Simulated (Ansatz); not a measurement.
The cluster Si₅H₂. Charge 0, multiplicity 1. Geometry B3LYP-D4/def2-SVP.

Cartesian coordinates in Å:
```
Si -1.0902 -1.0030 0.3922
Si -0.6227 1.1374 1.1777
Si -0.6083 0.0188 -1.6426
Si 1.0902 1.0030 -0.3922
Si 1.2310 -1.1562 0.4649
H -2.1448 -1.9731 0.7714
H 2.1448 1.9731 -0.7714
```

B3LYP takes the VWN-RPA correlation. The restricted singlet is unstable towards broken spin symmetry in Hartree–Fock (as tested in another run); at PBE-D4/def2-TZVP, B3LYP-D4/def2-TZVP, BHLYP-D4/def2-TZVP, CAM-B3LYP-D4/def2-TZVP and others this wasn't settled. Another isomer (singlet) lies 0.08 eV lower at PBE0-D4/def2-TZVP; other spin states weren't run for this one.

(1) Estimate the orbital energies around the gap (eV) in Ansatz with PBE-D4/def2-TZVP, B3LYP-D4/def2-TZVP, BHLYP-D4/def2-TZVP, CAM-B3LYP-D4/def2-TZVP, ωB97X-V/def2-TZVP.

Answers

(1) 
```
orbital  PBE-D4/def2-TZVP  B3LYP-D4/def2-TZVP  BHLYP-D4/def2-TZVP  CAM-B3LYP-D4/def2-TZVP  ωB97X-V/def2-TZVP
HOMO−13            -94.41              -98.96             -105.38                 -101.01            -101.87
HOMO−12            -94.41              -98.96             -105.38                 -100.99            -101.87
HOMO−11            -94.40              -98.96             -105.38                 -100.99            -101.86
HOMO−10            -15.65              -17.17              -19.44                  -19.41             -20.87
 HOMO−9            -12.57              -13.89              -15.77                  -15.88             -17.16
 HOMO−8            -11.02              -12.19              -13.84                  -14.08             -15.31
 HOMO−7            -11.02              -12.19              -13.84                  -14.08             -15.31
 HOMO−6            -10.65              -11.79              -13.40                  -13.54             -14.71
 HOMO−5             -7.91               -8.85              -10.16                  -10.33             -11.36
 HOMO−4             -6.98               -7.65               -8.64                   -8.98              -9.97
 HOMO−3             -6.35               -7.00               -7.98                   -8.33              -9.33
 HOMO−2             -6.35               -7.00               -7.98                   -8.33              -9.32
 HOMO−1             -5.64               -6.14               -6.90                   -7.29              -8.20
   HOMO             -5.64               -6.14               -6.90                   -7.29              -8.20
   LUMO             -3.04               -2.51               -1.61                   -1.44              -0.64
 LUMO+1             -3.04               -2.51               -1.61                   -1.44              -0.64
 LUMO+2             -2.02               -1.38               -0.29                   -0.17               0.72
 LUMO+3             -1.71               -0.99                0.18                    0.32               1.22
 LUMO+4             -0.99               -0.33                0.59                    0.75               1.62
 LUMO+5             -0.99               -0.33                0.67                    0.80               1.67
```
